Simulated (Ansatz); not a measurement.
Abstraction of F: C2HF3Si + C2H5Sn → C2HF2Si + C2H5FSn

Gas-phase species: C2HF3Si `C#C[Si](F)(F)F`, singlet; C2H5Sn `C=[CH][SnH2]`, doublet; C2HF2Si `C#C[Si](F)F`, doublet; C2H5FSn `C=[CH][SnH2][F]`, singlet. A radical takes F: the energy is the difference in strength between the Si–F bond broken and the Sn–F bond made.

Shapes, held fixed at every level: PBE0-D4/def2-TZVP. Flexible molecules stand in one conformer, not always the lowest. Programs: Ansatz 0.2.0. The zero-point and thermal change to 298 K, harmonic and unscaled (PBE0-D4/def2-TZVP), is -0.4 kJ/mol.

| level | kind | ΔH(298 K) (kJ/mol) | less CCSD(T)/def2-TZVPP |
| --- | --- | --- | --- |
| SPW92/def2-TZVPP | LDA | +189.1 | -7.7 |
| r2SCAN-D4/def2-TZVPP | meta-GGA | +184.2 | -12.6 |
| wB97M-V/def2-TZVPP | range-separated hybrid | +197.7 | +0.9 |
| CCSD(T)/def2-SVP | coupled cluster or CI | +185.9 | -10.9 |
| CCSD/def2-SVP | coupled cluster or CI | +187.0 | -9.8 |
| CCSD/def2-TZVPP | coupled cluster or CI | +199.7 | +2.9 |
| CCSD(T)/def2-TZVPP | coupled cluster or CI | +196.8 | 0.0 |

The highest level, CCSD(T)/def2-TZVPP, gives ΔH(298 K) = +196.8 kJ/mol; the levels span +184.2 to +199.7. The column of differences is taken from that level and isn't an error. No measured value is set beside it here. Spin contamination: C2H5Sn (⟨S²⟩ up to 0.83). Open shells run unrestricted. For atoms past krypton def2 sets carry core potentials with scalar relativity. Outer-core shells of Sn are correlated, in sets that cover them unevenly.
